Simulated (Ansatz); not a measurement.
BFGeH4Si can be A, `F[B]1[SiH2][GeH2]1`, or B, `F[SiH]1[BH][GeH2]1`.

Program: Ansatz. Geometries: PBE0-D4/def2-TZVP. ΔE: electronic, gas phase. CBS: MP2 limit from def2 TZ/QZ plus the TZ coupled-cluster correction, frozen cores. DFT in def2-TZVPP. B3LYP here is the variant with VWN-RPA as its local correlation; programs differ in this. For Ge outer-core shells are correlated without core-valence functions, which leaves a few kJ/mol of doubt a bond. Scalar relativity is left out up to krypton.

(1) Which is lower in electronic energy at CCSD(T)/CBS, and by how much? (An estimate is asked.)

(2) Give E(B) − E(A) in kJ/mol with MP2/def2-TZVPP, HF/def2-TZVPP, CCSD/def2-TZVPP, r2SCAN-D4, LDA (SPW92), BLYP-D4, B3LYP. (Best estimate.)

(3) Does the order hold for the free energy at 298.15 K (harmonic terms from PBE0-D4)? (An estimate is asked.)

Largest T1 diagnostic: 0.015.

Results:

(1) Ansatz gave: B, by 53.0 kJ/mol.

(2) Computed: MP2/def2-TZVPP -63.7, HF/def2-TZVPP -40.9, CCSD/def2-TZVPP -48.5, r2SCAN-D4 -44.1, LDA (SPW92) -38.0, BLYP-D4 -54.4, B3LYP -50.2. None reverses the order clearly.

(3) The calculation gave: Yes: G(B) − G(A) = -52.1 kJ/mol. Modes under 60 cm⁻¹, often nearly free rotors, make the harmonic entropy too high.

In def2-TZVPP, CCSD(T) changes the Hartree–Fock value by −10.3 kJ/mol (the triples alone add −2.7 kJ/mol) and MP2 by −22.7 kJ/mol. From BLYP to BHLYP (50 % exact exchange), in def2-TZVPP and without D4, E(B) − E(A) moves by +3.0 kJ/mol.
